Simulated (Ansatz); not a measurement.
Program: Ansatz. Geometries: PBE0-D4/def2-TZVP. ΔE: electronic, gas phase. CCSD(T)/CBS is the MP2 limit (def2-TZVPP, def2-QZVPP) plus CCSD(T) − MP2 in def2-TZVPP, frozen cores. This one scheme is used for every species. DFT in def2-TZVPP. Each species was taken in one conformer, which may not be the lowest.

Reaction (formal hydrolysis of the Al–C bond): `CC1=CC(C)=[O+][Al-]([CH3])([F])[O]1` + H₂O → `CC1=CC(C)=[O+][Al-]([OH])([F])[O]1` + CH₄

Q: Is it downhill or uphill in electronic energy at CCSD(T)/CBS, and by how much? (Best estimate.)

A: Computed: Downhill: ΔE = -133.4 kJ/mol.

Q: What do these levels give: PBE-D4, B97M-V, PBE-QIDH, PBE, PBE0, r2SCAN0, RPA@PBE/def2-TZVPP, MP2/def2-TZVPP, SCS-MP2/def2-TZVPP, HF/def2-QZVPP, SCS-MP2/def2-QZVPP, HF/CBS(def2)? (Estimate.)

A: Ansatz gave: PBE-D4 -125.0, B97M-V -137.7, PBE-QIDH -134.0, PBE -127.0, PBE0 -129.5, r2SCAN0 -138.1, RPA@PBE/def2-TZVPP -133.1, MP2/def2-TZVPP -137.0, SCS-MP2/def2-TZVPP -140.1, HF/def2-QZVPP -151.6, SCS-MP2/def2-QZVPP -139.4, HF/CBS(def2) -151.7 kJ/mol.

Largest T1 diagnostic among the species: 0.015.

At CCSD(T), def2-SVP lies −5.3 kJ/mol from the extrapolated value and def2-TZVPP −1.8 kJ/mol. In def2-TZVPP, CCSD(T) changes the Hartree–Fock value by +15.6 kJ/mol (the triples alone add +2.1 kJ/mol) and MP2 by +13.8 kJ/mol. From BLYP to BHLYP (50 % exact exchange), in def2-TZVPP and without D4, ΔE moves by −6.0 kJ/mol.
